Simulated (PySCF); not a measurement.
How methods differ on the excitation energy of Cu²⁺

Cu²⁺ [Ar] 3d9 (2D) → Cu²⁺ [Ar] 3d8 4s1 (4F), as a difference of total energies. Computed with PySCF 2.14 in x2c-TZVPPall, with the spin-free X2C one-electron Hamiltonian (Gaussian nucleus). Correlated levels: valence: [Ar] frozen; valence and next inner shell: [Ne] frozen. The calculations carry no spin-orbit coupling.

| method | excitation energy (cm⁻¹) |
| --- | --- |
| UHF | 50183 |
| LDA | 67905 |
| PBE | 64291 |
| PBE0 | 62747 |
| r2SCAN | 59169 |
| wB97X | 67706 |
| M06 | 70675 |
| BHandHLYP | 59735 |
| M06-L | 65666 |
| MP2 (valence) | 66212 |
| SCS-MP2 (valence) | 65653 |
| MP2 (valence and next inner shell) | 69667 |
| SCS-MP2 (valence and next inner shell) | 67943 |

A first-order spin-orbit estimate (lowest level to lowest level, LS coupling) adds -0.064 eV.

The basis was made for the ground configuration and has no added diffuse functions, so the excitation energy can come out too high.
